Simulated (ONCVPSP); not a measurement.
## phosphorus (P): one change to an ONCV potential, before and after

```json
{
 "Element": "P (Z = 15)",
 "Generator": "ONCVPSP 4.0.1",
 "Type": "optimised norm-conserving Vanderbilt (ONCV)",
 "Functional": "PBE",
 "Relativity": "scalar-relativistic",
 "Frozen core": "[Ne]",
 "Valence charge": "5",
 "Reference configuration": "3s2 3p3",
 "Partial waves": "3s: rc 1.25 bohr, ncon 4, nbas 7, qcut 5.1 1/bohr, 2 projectors, debl 1.3 Ha; 3p: rc 1.25 bohr, ncon 4, nbas 9, qcut 7.6 1/bohr, local",
 "Local potential": "the p channel",
 "Core correction": "Teter function, fcfact 2.5, rcfact 1.3"
}
```

Change: p: qcut 4.2.

Cutoffs: the cutoffs (Ha) at which the residual kinetic energy of the hardest occupied pseudo-wave falls to 1 and 0.1 mHa per electron; they do not see the model core or the augmentation charge, which bear on the density cutoff. Errors are all-electron minus pseudo energies relative to the spin-unpolarised reference configuration.

How do hardness, ghosts and transferability respond?

The potential gets harder (44 Ha and 111 Ha → 55 Ha and 166 Ha); both files keep a bound ghost (s); of the 4 tests that both files solve, the error grows in 1 and shrinks in 1 by more than 15 % and 0.3 meV (median size 3.7 → 4.0 meV).

```csv
quantity,base,changed
"cutoff, loose",44 Ha,55 Ha
"cutoff, tight",111 Ha,166 Ha
loose cutoff by channel,"s 44 Ha, p 24 Ha","s 44 Ha, p 55 Ha"
bound ghosts,s,s
GHOST(+) flags under 300 eV,none,none
"error for 3s2 3p2, meV [ΔE 9.73 eV]",+1.1,+1.0
"error for 3s2 3p1, meV [ΔE 28.88 eV]",+4.6,+5.0
"error for 3s2 3p0, meV [ΔE 58.62 eV]",+2.9,+9.4
"error for 3s1 3p3, meV [ΔE 18.85 eV]",+4.4,+3.0
s: phases at 1.27 bohr within 0.05 rad from the reference energy up to (Ha; the scan ends near 5),to the end of the scan,to the end of the scan
p: phases at 1.27 bohr within 0.05 rad from the reference energy up to (Ha; the scan ends near 5),1.0,1.3
"rms error of d²Exc/dni dnj with the model core, mHa",0.19,0.18
```

 A true bound ghost makes a file unfit for plane-wave use even where its test errors are small: the radial tests pick states by their node count and pass the ghost by.
